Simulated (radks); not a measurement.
Valence configurations of the gallium ion Ga2+ (all share [Ar]). Method: Dirac Kohn-Sham, PBE, spin-unpolarised, spherical densities, finite nucleus; open shells fill j = l - 1/2 first; Fermi nuclear charge, rms radius 3.9973 fm; computed with a radial shooting solver on a logarithmic mesh with Libxc functionals. Energies are relative to 3d10 4s1; eigenvalues in eV.

valence          E (eV)  e(3d3/2)  e(3d5/2)  e(4p1/2)  e(4p3/2)  e(4s1/2)
3d10 4s1          0.000   -39.633   -39.167         -         -   -26.067
3d8 4s1 4p2      57.091   -59.686   -59.151   -22.827         -   -32.496
3d10 4p1          8.234   -41.199   -40.732   -18.702         -         -
3d9 4s1 4p1      24.778   -49.355   -48.855   -20.435         -   -29.365
3d8.5 4s0.5 4p2  44.611   -55.156   -54.638   -21.986         -   -31.342
3d9.5 4s1.5       7.235   -43.636   -43.154         -         -   -27.280
3d8.5 4p2.5      49.463   -55.905   -55.386   -22.343   -22.021         -
3d9 4p2          33.764   -50.810   -50.309   -21.145         -         -
3d9 4s2          15.907   -47.848   -47.350         -         -   -28.500
3d9.5 4s1 4p0.5  11.495   -44.412   -43.929   -19.184         -   -27.735

NIST lists [Ar] 3d10 4s1 as the ground configuration; this level of theory agrees among the configurations tried. The energies are those of spherical spin-averaged densities, not of single terms.
